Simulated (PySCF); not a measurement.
**Polarisability and C₆ of Ti (titanium, neutral)**

[Ar] 3d2 4s2, high-spin 3F determinant. All numbers are calculated (PySCF 2.14, the non-relativistic Hamiltonian (point nucleus), in aug-cc-pVTZ with one added diffuse shell each of s, p, d, f, g type (9s8p6d4f3g, 118 functions)). Coupled (time-dependent) response in atomic units; α is the mean over directions.

```
method  mean α (bohr³)  C₆ (like pair)  S(−4)
  PBE0           111.8            1323   6780
```

S(−4) is the Cauchy moment in α(ω) = α(0) + S(−4) ω² + …

Reference α: 87 ± 10 bohr³ (recommended; Schwerdtfeger and Nagle, table of static dipole polarizabilities (2023 update)). Published C₆: 1044 (Chu and Dalgarno (2004); Tang, Norbeck and Certain (1976)).

α(iu) at PBE0:

```
u (hartree)  α(iu) (bohr³)
          0          111.8
     0.0500          97.64
      0.100          72.22
      0.200          37.39
      0.300          22.00
      0.500          10.67
      0.750          6.069
       1.00          4.115
       1.50          2.375
       2.00          1.578
       3.00         0.8489
       5.00         0.3616
```

A single London oscillator, α(iu) = α/(1 + u²/ω²), gives C₆ = (3/4) ω α². Matching the computed C₆ needs ω = 4 × 1323 / (3 × 111.8²) = 0.141 hartree.
